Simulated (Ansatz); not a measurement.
A nudged elastic band was laid between two geometries of BClF$_{2}$H$_{5}$NSi (11 atoms, charge 0, multiplicity 1).

Level of theory: RKS BLYP-D4/def2-SVP (Ansatz 0.2.0).

```
movable images  : 5
climbing image  : yes
spring          : 2.0 to 10.0 eV/Å², energy-weighted
optimiser       : quadratic models (default)
start path      : through a guess of the saddle point
force threshold : 0.03 eV/Å
iteration limit : 60
end points      : relaxed
```

Initial state:

```xyz
11
Properties=species:S:1:pos:R:3
B 0.037 -0.188 0.251
Cl 0.111 0.864 1.817
F 1.204 -0.154 -0.475
F -1.105 0.019 -0.484
N -0.076 -1.753 0.834
H 0.006 -2.383 0.017
Si 1.166 -2.170 2.152
H 1.392 -3.644 1.992
H 2.410 -1.411 1.876
H 0.535 -1.888 3.468
H -1.040 -1.871 1.186
```

Final state:

```xyz
11
Properties=species:S:1:pos:R:3
B 0.222 -0.917 -0.360
Cl -0.592 1.029 2.557
F 1.441 -0.412 -0.588
F -0.750 -0.662 -1.244
N -0.025 -1.703 0.807
H -0.950 -2.145 0.849
Si 1.221 -2.298 1.952
H 1.975 -3.454 1.367
H 2.157 -1.177 2.257
H 0.484 -2.749 3.174
H -0.541 -0.091 1.862
```

(1) Which bonds break or form, and what moves?

(2) Give the energies along the band, and the barrier.

(3) What is the geometry of the highest image?

Results:

(1) Bonds broken: B1–Cl2, N5–H11. Bonds formed: Cl2–H11. BClF2H5NSi becomes BF2H4NSi + ClH.

(2) The run converged. The highest image is number 3 of 0 to 6, 0.92 eV above the first end and 0.59 eV above the last; the last end lies 0.33 eV above the first. Another band between the same ends (5 images) ends at a top of the same energy, where a vibrational analysis finds 1 clearly imaginary mode. The orbitals stay closed-shell, which can raise the energy where a bond breaks towards radicals; this wasn't checked here.

```json
{"image": "0", "path coordinate (Å)": "0.00", "energy (eV)": "0.00", "B1–Cl2 (Å)": "1.89", "N5–H11 (Å)": "1.03", "Cl2–H11 (Å)": "3.03"}
{"image": "1", "path coordinate (Å)": "2.28", "energy (eV)": "0.01", "B1–Cl2 (Å)": "1.87", "N5–H11 (Å)": "1.03", "Cl2–H11 (Å)": "2.77"}
{"image": "2", "path coordinate (Å)": "3.75", "energy (eV)": "0.41", "B1–Cl2 (Å)": "2.08", "N5–H11 (Å)": "1.08", "Cl2–H11 (Å)": "1.94"}
{"image": "3", "path coordinate (Å)": "4.21", "energy (eV)": "0.92", "B1–Cl2 (Å)": "2.46", "N5–H11 (Å)": "1.30", "Cl2–H11 (Å)": "1.59"}
{"image": "4", "path coordinate (Å)": "4.50", "energy (eV)": "0.67", "B1–Cl2 (Å)": "2.68", "N5–H11 (Å)": "1.59", "Cl2–H11 (Å)": "1.40"}
{"image": "5", "path coordinate (Å)": "4.95", "energy (eV)": "0.38", "B1–Cl2 (Å)": "3.10", "N5–H11 (Å)": "1.93", "Cl2–H11 (Å)": "1.32"}
{"image": "6", "path coordinate (Å)": "6.05", "energy (eV)": "0.33", "B1–Cl2 (Å)": "3.60", "N5–H11 (Å)": "1.99", "Cl2–H11 (Å)": "1.32"}
```

(3) 
```xyz
11
Properties=species:S:1:pos:R:3
B 0.110 -0.634 -0.041
Cl -0.588 1.153 1.494
F 1.382 -0.333 -0.329
F -0.814 -0.633 -1.005
N -0.125 -1.524 1.176
H -0.981 -2.088 1.078
Si 1.277 -2.370 1.966
H 1.963 -3.265 0.986
H 2.190 -1.306 2.468
H 0.691 -3.170 3.085
H -0.462 -0.411 1.756
```

Run time: 97 s on 4 threads of Intel(R) Xeon(R) 6975P-C (Granite Rapids), with other jobs on the host, peak memory 0.19 GiB.
